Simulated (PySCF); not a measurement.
SiF2ClBr, SMILES F[Si](Br)(F)Cl. Atoms are numbered in the order given.

```xyz
5

F      1.3011     0.8172    -1.2879
Si     0.3942     0.5431     0.0000
F      1.3011     0.8172     1.2879
Cl    -1.1608     1.8348     0.0000
Br    -0.2630    -1.5287     0.0000
```

Geometry optimised at PBE0-D3(BJ)/def2-SVP. The structure was generated by enumeration, and PubChem lists no compound with its InChIKey, so it may never have been made.

The numbers are results of PySCF with CAM-B3LYP/def2-TZVP, not measurements.

Symmetry labels are those of the subgroup Cs that the program uses (full group Cs).

**Question.** List the valence orbital energies around the gap with their symmetry. (Estimate from the structure and the level; the computed values follow.)

**Answer.** 
```tsv
orbital	symmetry	energy (eV)
HOMO−7	A"	-14.73
HOMO−6	A"	-14.35
HOMO−5	A'	-14.21
HOMO−4	A'	-12.73
HOMO−3	A'	-11.91
HOMO−2	A"	-11.80
HOMO−1	A"	-10.86
HOMO	A'	-10.72
LUMO	A'	0.54
LUMO+1	A"	1.80
LUMO+2	A'	2.11
LUMO+3	A'	2.79
```
